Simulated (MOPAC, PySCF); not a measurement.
C3H6Ge, SMILES `C=C=[CH][GeH3]`, neutral singlet in the gas phase. 

Cartesian coordinates (Å):
```xyz
10

C      1.9225    -1.0678    -0.3658
C      1.0506    -0.2506     0.1518
C      0.1527     0.5491     0.6409
Ge    -1.6764     0.5862    -0.0455
H      2.5452    -0.7696    -1.2010
H      2.0582    -2.0681     0.0282
H      0.4153     1.2201     1.4539
H     -1.9977     1.9876    -0.5979
H     -1.8055    -0.4629    -1.1587
H     -2.6649     0.2759     1.0941
```
Charge 0, multiplicity 1.

All levels are single points at this geometry (B3LYP-D3(BJ)/def2-TZVP); Pople sets use spherical d functions. Orbital energies aren't observables, and empty levels follow the basis.

PBE/6-31G* in PySCF gives gap (eV) = 5.40.

Question: Estimate the gap (eV) from each of these levels: PBE-D3(BJ)/def2-TZVP in PySCF; ωB97X-D3(BJ)/def2-TZVP in PySCF; B3LYP/3-21G in PySCF; B3LYP/6-311+G** (LANL2DZ on Ge) in PySCF; B3LYP/6-31G* in PySCF; BP86/6-31G* in PySCF; SVWN5/6-31G* in PySCF; HF/3-21G in PySCF; HF/STO-3G in PySCF; PM3 in MOPAC; PM6 in MOPAC; PM7 in MOPAC.

Answer: 
```json
[
 {"level": "PBE-D3(BJ)/def2-TZVP in PySCF", "gap (eV)": "5.32"},
 {"level": "ωB97X-D3(BJ)/def2-TZVP in PySCF", "gap (eV)": "11.92"},
 {"level": "B3LYP/3-21G in PySCF", "gap (eV)": "7.21"},
 {"level": "B3LYP/6-311+G** (LANL2DZ on Ge) in PySCF", "gap (eV)": "6.96"},
 {"level": "B3LYP/6-31G* in PySCF", "gap (eV)": "7.10"},
 {"level": "BP86/6-31G* in PySCF", "gap (eV)": "5.41"},
 {"level": "SVWN5/6-31G* in PySCF", "gap (eV)": "5.39"},
 {"level": "HF/3-21G in PySCF", "gap (eV)": "13.95"},
 {"level": "HF/STO-3G in PySCF", "gap (eV)": "16.39"},
 {"level": "PM3 in MOPAC", "gap (eV)": "9.49"},
 {"level": "PM6 in MOPAC", "gap (eV)": "10.47"},
 {"level": "PM7 in MOPAC", "gap (eV)": "9.75"}
]
```
